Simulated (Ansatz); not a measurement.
Ideal-gas functions of C$_{2}$H$_{5}$ClSi (`C=C[SiH2]Cl`) at 400 K and 1 bar, from an Ansatz frequency run at PBE0-D4/def2-TZVP.

Molar mass 92.6 g/mol, point group C1 (symmetry number 1), electronic degeneracy 1, moments of inertia 42.564, 234.41, 255.188 u Å². Harmonic wavenumbers (cm⁻¹, unscaled): 80, 176, 272, 478, 556, 609, 705, 743, 865, 945, 1012, 1024, 1043, 1290, 1443, 1670, 2239, 2246, 3133, 3153, 3217.

Use S(trans) = R[1.5 ln M + 2.5 ln T − 1.1517]; rotational temperatures θ = 24.2544 K / I; S(rot) = R[ln(√π/σ · √(T³/θAθBθC)) + 1.5]; for each mode x = 1.438777 ν̃/T, S = R[x/(eˣ − 1) − ln(1 − e⁻ˣ)] and H = RT x/(eˣ − 1); 1 cm⁻¹ = 0.0119627 kJ/mol; R = 8.31446 J/(mol·K).

**Question.** By hand: the entropy, in J/(mol·K).

**Answer.** Translation 171.4. Rotation: θ = 0.5698, 0.1035, 0.095 K, giving 113.5. Vibration, mode by mode: 18.70, 12.25, 8.82, 4.76, 3.81, 3.28, 2.50, 2.24, 1.58, 1.26, 1.04, 1.00, 0.95, 0.46, 0.29, 0.14, 0.02, 0.02, 0.00, 0.00, 0.00, in all 63.1. Electronic 0.0. Sum 348.0 J/(mol·K).

**Question.** By hand: H − E and G − E in kJ/mol, counted from the electronic energy.

**Answer.** Zero-point energy ½ × 26899 × 0.0119627 = 160.9; thermal vibration 13.9; translation, rotation and pV give 4 RT = 13.3. H − E = 188.1 kJ/mol, and G − E = 188.1 − 400 × 348.0/1000 = 48.9 kJ/mol.

Vibration gives 18 % of the entropy, 18.7 J/(mol·K) of it from the mode under 150 cm⁻¹: soft modes count most, and the harmonic formula is weakest for them. The sum counts one conformer and one mirror image; others add a mixing term.
